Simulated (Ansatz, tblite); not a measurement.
Adding an electron: the cluster CuSi₆⁺. Total charge 1; singlet. Geometry: B3LYP-D4/def2-SVP. Ansatz, gas phase; energy differences of separate SCF runs; the reduced species was run as a doublet alone.

```csv
atom,x (Å),y (Å),z (Å)
Cu1,1.636,1.348,-0.954
Si2,-0.108,-0.168,-1.281
Si3,0.338,-2.330,-0.437
Si4,1.525,0.156,1.134
Si5,-2.306,0.336,-0.263
Si6,-0.420,1.513,0.647
Si7,-0.666,-0.854,1.153
```

The xTB rows come from tblite. HSE06 is defined as in plane-wave codes, on full-range PBE exchange. The structure comes from a short search, and lower isomers may exist.

| level | −HOMO (eV) | −LUMO (eV) | vertical EA (eV) | HOMO–LUMO gap (eV) | remarks |
| --- | --- | --- | --- | --- | --- |
| GFN1-xTB | 13.01 | 12.23 | 10.33 | 0.78 | – |
| GFN2-xTB | 10.66 | 9.96 | 7.59 | 0.70 | – |
| PBE-D4/def2-TZVP | 9.80 | 8.18 | 6.06 | 1.63 | – |
| PBE0-D4/def2-TZVP | 10.65 | 7.52 | 6.09 | 3.12 | restricted SCF unstable in HF (+1 singlet) |
| HSE06-D4/def2-TZVP | 10.28 | 7.88 | 6.09 | 2.40 | restricted SCF unstable in HF (+1 singlet) |

  Raw xTB energy differences between charge states are shifted by several eV; the methods need an empirical correction for them.
